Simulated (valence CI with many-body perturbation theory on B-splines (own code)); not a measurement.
# Hyperfine factors and g values of W⁶⁹⁺

Computed by configuration interaction combined with many-body perturbation theory (CI+MBPT): three valence electrons over a frozen Dirac-Fock core [He], radial functions for each j: 11 s, 11 p, 9 d, 7 f, 5 g, 2 h, 1 i, with the one-electron correlation potential Σ1, the two-electron term Σ2, the three-electron term Σ3, Breit, model QED; selected CI, second order for the rest (own B-spline code, finite nucleus).

The last digits are not significant, and no measured levels were compared; by estimate large intervals hold to a few tenths of a per cent, small ones and those within an open d or f shell to about a per cent.

A/g_I is the dipole constant over the nuclear g factor μ/I (μ in nuclear magnetons, uniformly magnetised nucleus), B/Q the quadrupole constant per barn. Both hold the static response of the core; the bare values leave it out. Large factors of s and p1/2 electrons are usually good to 5 to 10 %; those of open d and f shells near neutrality can be off by tens of per cent, and small factors of p3/2, d and f electrons come from cancelling terms and can be off by a factor of two or in sign, in half-filled shells by more. B is blank for J = 1/2, where it vanishes, and for nearly pure S terms. Energies count from the lowest level.

Levels are named by their leading jj configuration (3d3/2^4 stands for four electrons in 3d with j = 3/2), which in mixed levels can hold well under half, so a name can repeat and another be missing. Letters in brackets count levels of one name in rising energy.

| Level | E (Ry) | g | A/g_I (MHz) | A/g_I bare | B/Q (MHz/b) | B/Q bare |
| --- | --- | --- | --- | --- | --- | --- |
| (2s^2 2p1/2) J=1/2 | 0.00 | 0.615 | 7670000 | 7640000 |  |  |
| (2s 2p1/2^2) J=1/2 | 19.94 | 2.026 | 2.32e+07 | 2.29e+07 |  |  |
| (2s^2 2p3/2) J=3/2 | 107.52 | 1.297 | 856000 | 874000 | 1700000 | 1700000 |
| (2s 2p1/2 2p3/2) J=3/2 [a] | 121.56 | 1.618 | 5540000 | 5510000 | 1330000 | 1340000 |
| (2s 2p1/2 2p3/2) J=5/2 | 124.55 | 1.305 | 6700000 | 6660000 | 1480000 | 1480000 |
| (2s 2p1/2 2p3/2) J=1/2 | 129.91 | 1.269 | -8810000 | -8670000 |  |  |
| (2s 2p1/2 2p3/2) J=3/2 [b] | 130.06 | 0.972 | 32300 | 73600 | 854000 | 856000 |
| (2p1/2^2 2p3/2) J=3/2 | 150.74 | 1.311 | 799000 | 837000 | 1640000 | 1640000 |
| (2s 2p3/2^2) J=5/2 | 230.39 | 1.415 | 5370000 | 5340000 | 213000 | 213000 |
| (2s 2p3/2^2) J=1/2 | 238.45 | 1.917 | 2.34e+07 | 2.32e+07 |  |  |
| (2s 2p3/2^2) J=3/2 | 238.49 | 1.167 | -3660000 | -3580000 | -165000 | -165000 |
| (2p1/2 2p3/2^2) J=3/2 | 254.61 | 1.432 | -561000 | -508000 | 83800 | 83900 |
| (2p1/2 2p3/2^2) J=5/2 | 256.27 | 1.161 | 2190000 | 2210000 | -4890 | -4890 |
| (2p1/2 2p3/2^2) J=1/2 | 260.53 | 0.615 | 7700000 | 7650000 |  |  |
| (2p3/2^3) J=3/2 | 365.31 | 1.285 | 829000 | 864000 | -1730000 | -1730000 |
| (2s^2 3s) J=1/2 | 781.25 | 1.981 | 6910000 | 6860000 |  |  |
| (2s^2 3p1/2) J=1/2 | 787.85 | 0.658 | 2320000 | 2310000 |  |  |
| (2s 2p1/2 3s) J=1/2 [a] | 794.59 | 2.349 | 1.33e+07 | 1.31e+07 |  |  |
| (2s 2p1/2 3s) J=3/2 | 796.65 | 1.528 | 1.26e+07 | 1.25e+07 | -124000 | -125000 |
| (2s 2p1/2 3s) J=1/2 [b] | 798.94 | 0.694 | 1.20e+07 | 1.19e+07 |  |  |
| (2s 2p1/2 3p1/2) J=1/2 [a] | 800.15 | 0.261 | -1340000 | -1300000 |  |  |
| (2s 2p1/2 3p1/2) J=3/2 | 802.26 | 1.084 | 1.12e+07 | 1.11e+07 | -123000 | -123000 |
| (2s 2p1/2 3p1/2) J=1/2 [b] | 805.63 | 1.908 | 2.36e+07 | 2.34e+07 |  |  |
| (2p1/2^2 3s) J=1/2 | 818.49 | 1.975 | 6490000 | 6430000 |  |  |
| (2s^2 3p3/2) J=3/2 | 819.60 | 1.319 | 284000 | 290000 | 519000 | 519000 |
| (2p1/2^2 3p1/2) J=1/2 | 823.71 | 0.643 | 2260000 | 2250000 |  |  |
| (2s^2 3d3/2) J=3/2 | 823.93 | 0.785 | 170000 | 170000 | 98300 | 99000 |
| (2s^2 3d5/2) J=5/2 | 832.32 | 1.193 | 453000 | 449000 | 147000 | 148000 |
| (2s 2p1/2 3p3/2) J=3/2 [a] | 832.81 | 1.387 | 1070000 | 1070000 | 512000 | 512000 |
| (2s 2p1/2 3p3/2) J=5/2 | 835.31 | 1.305 | 5990000 | 5940000 | 365000 | 366000 |
| (2s 2p1/2 3p3/2) J=3/2 [b] | 835.47 | 1.241 | 3530000 | 3510000 | 203000 | 203000 |
| (2s 2p1/2 3p3/2) J=1/2 | 835.82 | 1.335 | -9710000 | -9600000 |  |  |
| (2s 2p1/2 3d3/2) J=3/2 [a] | 836.24 | 0.571 | -1970000 | -1940000 | 103000 | 103000 |
| (2s 2p1/2 3d3/2) J=5/2 | 838.55 | 1.001 | 6260000 | 6200000 | -14800 | -14200 |
| (2s 2p1/2 3d3/2) J=3/2 [b] | 839.89 | 1.153 | 6270000 | 6210000 | 107000 | 108000 |
| (2s 2p1/2 3d3/2) J=1/2 | 840.19 | 0.436 | -1.01e+07 | -9960000 |  |  |
| (2s 2p1/2 3d5/2) J=5/2 [a] | 845.55 | 1.300 | 1480000 | 1460000 | 113000 | 113000 |
| (2s 2p1/2 3d5/2) J=7/2 | 847.73 | 1.220 | 4510000 | 4460000 | -20000 | -19300 |
| (2s 2p1/2 3d5/2) J=5/2 [b] | 848.60 | 1.074 | 500000 | 501000 | 196000 | 197000 |
| (2s 2p1/2 3d5/2) J=3/2 | 848.65 | 1.118 | -5900000 | -5840000 | 55700 | 56200 |

Task: Take the isotope of mass number 183, with I = 1/2, μ = 0.11739 μN. What is the hyperfine structure of (2s 2p1/2 2p3/2) J=5/2?

Result: From the table A = 1570000 MHz. Shifts from the centre of gravity in MHz: F = 2: -2750000, F = 3: 1960000.
